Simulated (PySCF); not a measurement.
Si(H)2(Br)(OMe) (CH5BrOSi), SMILES CO[SiH2]Br. Coordinates come from a PBE-D3(BJ)/def2-SVP optimisation. Other conformers were not sampled.

Problem. Give the equilibrium geometry at PBE-D3(BJ)/def2-SVP (PySCF confirms it by a frequency run) as a Z-matrix. (The exact figures need the calculation; the answer reports its results.)

Solution. This is not unique; one that fits is 
```
O
C 1 1.4189
H 2 1.1083 1 108.26
H 2 1.1127 3 108.44 1 121.14
H 2 1.1142 3 108.27 4 117.22
Si 1 1.6658 2 124.03 3 -177.06
H 6 1.4923 1 106.09 2 -179.52
H 6 1.5028 7 113.05 1 122.51
Br 6 2.2494 7 108.97 8 117.88
```
Charge 0, spin multiplicity 1.
